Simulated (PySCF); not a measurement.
Computed IR spectrum (relative IR intensity) of a molecule C₂H₅NOSi. The structure is a stationary point at PBE0-D3(BJ)/def2-SVP. The values are those of a single conformer. All values below come from PBE0-D3(BJ)/def2-SVP run with PySCF. Frequencies are harmonic and unscaled.

```csv
ν (cm⁻¹),relative intensity
580,4.2
626,3.6
728,2.9
765,4.2
880,2.8
925,23
961,9.2
2241,18
2492,100
```

### Question
Identify the compound among the candidates.
A) CC1=N[SiH2]O1
B) C#C[Si@H](N)O
C) N#CC[SiH2]O
D) C[SiH2]N=C=O

### Answer
D, C[SiH2]N=C=O
